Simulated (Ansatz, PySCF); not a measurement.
2,5-dihydro-1H-silole (C₄H₈Si), SMILES C1=CC[SiH2]C1. Atoms are numbered in the order given.

```xyz
13

C      1.3722    -0.0013    -0.6705
C      1.3722    -0.0013     0.6705
C      0.0616     0.0034     1.4144
Si    -1.2116    -0.0014     0.0000
C      0.0616     0.0034    -1.4144
H      2.3143    -0.0043    -1.2306
H      2.3143    -0.0043     1.2306
H     -0.0318    -0.8742     2.0770
H     -0.0297     0.8880     2.0683
H     -2.0849    -1.2156     0.0000
H     -2.0969     1.2042     0.0000
H     -0.0297     0.8880    -2.0683
H     -0.0318    -0.8742    -2.0770
```
Charge 0, spin multiplicity 1.

The structure is a stationary point at PBE0-D3(BJ)/def2-SVP. One conformer was computed; it need not be the lowest.

Two levels are set side by side: PBE-D3(BJ)/def2-SVP (Ansatz, a program for electronic structure) and PBE0-D3(BJ)/def2-SVP (Ansatz). Each level has its own optimised geometry; the coordinates shown are those of the second. Frequencies come from the Hessian of PySCF at each geometry. Differences are taken from unrounded values.

| quantity | PBE0-D3(BJ) |
|---|---|
| mean bond length (Å) | 1.366 |
| bond C1–C2 (Å) | 1.341 |
| bond C1–C5 (Å) | 1.507 |
| bond C2–C3 (Å) | 1.507 |
| bond C3–Si4 (Å) | 1.903 |
| bond Si4–C5 (Å) | 1.903 |
| bond C1–H6 (Å) | 1.096 |
| bond C2–H7 (Å) | 1.096 |
| bond C3–H8 (Å) | 1.104 |
| bond C3–H9 (Å) | 1.104 |
| bond Si4–H10 (Å) | 1.496 |
| bond Si4–H11 (Å) | 1.496 |
| bond C5–H12 (Å) | 1.104 |
| bond C5–H13 (Å) | 1.104 |
| highest harmonic wavenumber (cm⁻¹) | 3193 |
| mean harmonic wavenumber (cm⁻¹) | 1392 |
| zero-point energy (kcal/mol) | 65.69 |

Q: What does PBE-D3(BJ) give, and how far is it from PBE0-D3(BJ)? (Estimate from the structure and the level; the computed values follow.)

A: 
| quantity | PBE-D3(BJ) | PBE-D3(BJ) minus PBE0-D3(BJ) |
|---|---|---|
| mean bond length (Å) | 1.375 | 0.009 |
| bond C1–C2 (Å) | 1.352 | 0.011 |
| bond C1–C5 (Å) | 1.514 | 0.007 |
| bond C2–C3 (Å) | 1.514 | 0.007 |
| bond C3–Si4 (Å) | 1.916 | 0.013 |
| bond Si4–C5 (Å) | 1.916 | 0.013 |
| bond C1–H6 (Å) | 1.104 | 0.008 |
| bond C2–H7 (Å) | 1.104 | 0.008 |
| bond C3–H8 (Å) | 1.112 | 0.008 |
| bond C3–H9 (Å) | 1.112 | 0.008 |
| bond Si4–H10 (Å) | 1.506 | 0.010 |
| bond Si4–H11 (Å) | 1.506 | 0.010 |
| bond C5–H12 (Å) | 1.112 | 0.008 |
| bond C5–H13 (Å) | 1.112 | 0.008 |
| highest harmonic wavenumber (cm⁻¹) | 3098 | -95 |
| mean harmonic wavenumber (cm⁻¹) | 1346 | -47 |
| zero-point energy (kcal/mol) | 63.48 | -2.20 |

Exact exchange shortens and stiffens bonds; PBE has none. Differences between two approximate levels are no errors against the true value.
